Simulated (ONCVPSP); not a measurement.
## Varying the ONCV potential for manganese (Mn)

Base potential:

```json
{
  "Element": "manganese",
  "Generator": "ONCVPSP 4.0.1",
  "Type": "optimised norm-conserving Vanderbilt (ONCV)",
  "Functional": "PBEsol",
  "Relativity": "scalar-relativistic",
  "Frozen core": "[Ne]",
  "Valence charge": "15",
  "Reference configuration": "3s2 3p6 3d5 4s2",
  "Partial waves": "3s+4s: rc 1.55 bohr, ncon 5, nbas 9, qcut 8.7 1/bohr, 2 projectors; 3p: rc 1.10 bohr, ncon 4, nbas 8, qcut 10.6 1/bohr, 2 projectors, debl 0.9 Ha; 3d: rc 1.60 bohr, ncon 4, nbas 8, qcut 12 1/bohr, 1 projector",
  "Local potential": "polynomial inside 0.85 bohr (lpopt 1, dvloc0 4 Ha)",
  "Core correction": "polynomial model core, fcfact 0.3"
}
```

In the p channel the program set the typed energies aside and used -2.002, 0.250 Ha.

Cutoffs, loose and tight: the cutoffs (Ha) at which the residual kinetic energy of the hardest occupied pseudo-wave falls to 1 and 0.1 mHa per electron. They do not see the model core or the augmentation charge, which bear on the density cutoff. Test errors are all-electron minus pseudo excitation energies from the reference, over the configurations 3s2 3p6 3d5 4s1; 3s2 3p6 3d5 4s0; 3s2 3p6 3d4 4s0; 3s2 3p6 3d3 4s0. A dash means not determined; rows that change the core or the reference have their own tests.

```tsv
change	outcome	cutoff, loose	cutoff, tight	bound ghosts	GHOST(+) flags above zero	largest test error (meV)
base	generated, projector energies reset by the program	46 Ha	53 Ha	none	none	+147
core correction Teter function, fcfact 5.25, rcfact 1.35	generated, projector energies reset by the program	46 Ha	53 Ha	none	none	+147
functional PBE	generated, projector energies reset by the program	46 Ha	53 Ha	none	none	+149
```

Task: What comes out with this change to the base: s: qcut 8; p: qcut 9.7; d: qcut 11?

Result: outcome: generated, projector energies reset by the program; cutoff, loose: 42 Ha; cutoff, tight: 48 Ha; bound ghosts: none; GHOST(+) flags above zero: none; largest test error (meV): +183.
